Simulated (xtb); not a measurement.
C$_{2}$H$_{8}$GaN, charge -1, doublet, from a rough starting geometry (GFN-xTB shapes and energies of metal compounds can be far from the true ones) (a state made from the parent by changing its charge; the spin is typed, not shown lowest); GFN2-xTB in xtb 6.7.1.

The xtb input:
```
$ xtb mol.xyz --gfn 2 --chrg -1 --uhf 1 --opt vtight --json

# file mol.xyz
12

Ga     0.09723462     0.02183341     0.07128782
C     -1.35762614    -1.35265173    -0.06832189
H     -0.98881816    -2.32741167    -0.51693070
H     -2.22293810    -1.02609070    -0.74553609
H     -1.77448232    -1.62230223     0.96299339
C      0.22055560     1.77093204    -0.91737437
H      0.91898390     1.65983249    -1.72256100
H      0.59441241     2.54227959    -0.21268980
H     -0.73012247     2.06435304    -1.27059995
N      1.45077182    -0.49144333     1.24146977
H      2.30695193     0.19071241     1.43828749
H      1.59771363    -1.39958970     1.63336443
```

Problem. What does xtb print? Leave out banner, timings and long lists.

Solution. 
```
   ID    Z sym.   atoms
    1   31 Ga     1
    2    6 C      2, 6
    3    1 H      3-5, 7-9, 11, 12
    4    7 N      10

           -------------------------------------------------
          |                Calculation Setup                |
           -------------------------------------------------

           -------------------------------------------------
          |                 G F N 2 - x T B                 |
           -------------------------------------------------

          ...................................................
          :                      SETUP                      :
          :.................................................:
          :  # basis functions                  30          :
          :  # atomic orbitals                  29          :
          :  # shells                           17          :
          :  # electrons                        25          :
          :  max. iterations                   250          :
          :  Hamiltonian                  GFN2-xTB          :
          :  restarted?                      false          :
          :  GBSA solvation                  false          :
          :  PC potential                    false          :
          :  electronic temp.          300.0000000     K    :
          :  accuracy                    1.0000000          :
          :  -> integral cutoff          0.2500000E+02      :
          :  -> integral neglect         0.1000000E-07      :
          :  -> SCF convergence          0.1000000E-05 Eh   :
          :  -> wf. convergence          0.1000000E-03 e    :
          :  Broyden damping             0.4000000          :
          :  net charge                         -1          :
          :  unpaired electrons                  1          :
          ...................................................

 iter      E             dE          RMSdq      gap      omega  full diag
   1    -12.6216249 -0.126216E+02  0.497E+00    1.33       0.0  T
   2    -12.6702054 -0.485805E-01  0.279E+00    1.51       1.0  T
   3    -12.6714347 -0.122932E-02  0.107E+00    1.61       1.0  T
   4    -12.6716810 -0.246294E-03  0.381E-01    1.70       1.0  T
   5    -12.6717481 -0.670636E-04  0.254E-01    1.72       1.0  T
   6    -12.6717790 -0.309442E-04  0.976E-02    1.75       1.0  T
   7    -12.6717821 -0.307032E-05  0.350E-02    1.76       1.0  T
   8    -12.6717829 -0.769375E-06  0.771E-03    1.76       3.7  T
[...]
 * total energy  :   -12.6018230 Eh     change       -0.3893780E-05 Eh
 * total energy  :   -12.6018245 Eh     change       -0.1563845E-05 Eh
 * total energy  :   -12.6018257 Eh     change       -0.1171932E-05 Eh
 * total energy  :   -12.6018265 Eh     change       -0.7768794E-06 Eh
 * total energy  :   -12.6018271 Eh     change       -0.6745614E-06 Eh
 * total energy  :   -12.6018281 Eh     change       -0.9678766E-06 Eh
 * total energy  :   -12.6018290 Eh     change       -0.8604674E-06 Eh
 * total energy  :   -12.6018297 Eh     change       -0.7060976E-06 Eh
 * total energy  :   -12.6018304 Eh     change       -0.7402198E-06 Eh
 * total energy  :   -12.6018313 Eh     change       -0.8461074E-06 Eh
 * total energy  :   -12.6018316 Eh     change       -0.3655334E-06 Eh
 * total energy  :   -12.6018317 Eh     change       -0.6841694E-07 Eh
   *** GEOMETRY OPTIMIZATION CONVERGED AFTER 43 ITERATIONS ***
         :: total energy             -12.601831701576 Eh    ::
[...]
     8   1 H        0.924    -0.035     3.742     3.025
     9   1 H        0.924    -0.037     3.794     3.046
    10   7 N        2.519    -0.382    29.906     8.121
    11   1 H        0.860     0.097     1.827     2.117
    12   1 H        0.860     0.097     1.827     2.117

 Mol. C6AA /au·bohr⁶  :       1919.262858
 Mol. C8AA /au·bohr⁸  :      80155.524928
 Mol. α(0) /au        :         78.202375

Wiberg/Mayer (AO) data.
largest (>0.10) Wiberg bond orders for each atom

 ---------------------------------------------------------------------------
     #   Z sym  total        # sym  WBO       # sym  WBO       # sym  WBO
 ---------------------------------------------------------------------------
     1  31 Ga   3.217 --    10 N    1.131     6 C    0.889     2 C    0.889
     2   6 C    3.862 --     4 H    0.959     5 H    0.957     3 H    0.949
                             1 Ga   0.889
     3   1 H    1.000 --     2 C    0.949
     4   1 H    0.999 --     2 C    0.959
     5   1 H    0.999 --     2 C    0.957
     6   6 C    3.862 --     9 H    0.959     8 H    0.957     7 H    0.949
                             1 Ga   0.889
     7   1 H    1.000 --     6 C    0.949
     8   1 H    0.999 --     6 C    0.957
     9   1 H    0.999 --     6 C    0.959
    10   7 N    3.128 --     1 Ga   1.131    11 H    0.953    12 H    0.953
    11   1 H    0.991 --    10 N    0.953
    12   1 H    0.991 --    10 N    0.953
 ---------------------------------------------------------------------------

Topologies differ in total number of bonds
Writing topology from bond orders to xtbtopo.mol

molecular dipole:
                 x           y           z       tot (Debye)
 q only:        0.300      -0.307      -0.472
   full:        0.387      -0.431      -0.752       2.413
molecular quadrupole (traceless):
                xx          xy          yy          xz          yz          zz
 q only:        0.328      -1.707      -1.761       0.100       1.137       1.434
  q+dip:        0.545      -0.365      -1.158       1.983      -0.581       0.613
   full:        0.605      -0.142      -1.120       2.437      -0.914       0.514

optimized geometry written to: xtbopt.xyz

           -------------------------------------------------
          | TOTAL ENERGY              -12.601831701576 Eh   |
          | GRADIENT NORM               0.000063233982 Eh/α |
          | HOMO-LUMO GAP               5.799010422752 eV   |
           -------------------------------------------------
```
